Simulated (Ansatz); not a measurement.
Ideal-gas functions of ClH3O3Zr, SMILES `[OH][Zr]([OH])([OH])[Cl]` at 800 K and 1 bar, from an Ansatz frequency run at PBE0-D4/def2-TZVP.

Molar mass 177.7 g/mol, point group C3 (symmetry number 3), electronic degeneracy 1, moments of inertia 178.242, 296.815, 296.825 u Å². Harmonic wavenumbers (cm⁻¹, unscaled): 101, 128, 128, 159, 167, 167, 213, 213, 249, 249, 292, 390, 719, 719, 728, 4004, 4004, 4009.

Use S(trans) = R[1.5 ln M + 2.5 ln T − 1.1517]; rotational temperatures θ = 24.2544 K / I; S(rot) = R[ln(√π/σ · √(T³/θAθBθC)) + 1.5]; for each mode x = 1.438777 ν̃/T, S = R[x/(eˣ − 1) − ln(1 − e⁻ˣ)] and H = RT x/(eˣ − 1); 1 cm⁻¹ = 0.0119627 kJ/mol; R = 8.31446 J/(mol·K).

Question: By hand: the entropy, in J/(mol·K).

Answer: Translation 194.0. Rotation: θ = 0.1361, 0.0817, 0.0817 K, giving 120.6. Vibration, mode by mode: 22.51, 20.54, 20.54, 18.75, 18.35, 18.35, 16.34, 16.34, 15.06, 15.06, 13.76, 11.43, 6.73, 6.73, 6.64, 0.05, 0.05, 0.05, in all 227.3. Electronic 0.0. Sum 541.9 J/(mol·K).

Question: By hand: H − E and G − E in kJ/mol, counted from the electronic energy.

Answer: Zero-point energy ½ × 16639 × 0.0119627 = 99.5; thermal vibration 76.0; translation, rotation and pV give 4 RT = 26.6. H − E = 202.1 kJ/mol, and G − E = 202.1 − 800 × 541.9/1000 = -231.4 kJ/mol.

Vibration gives 42 % of the entropy, 63.6 J/(mol·K) of it from the modes under 150 cm⁻¹: soft modes count most, and the harmonic formula is weakest for them. The sum counts one conformer and one mirror image; others add a mixing term.
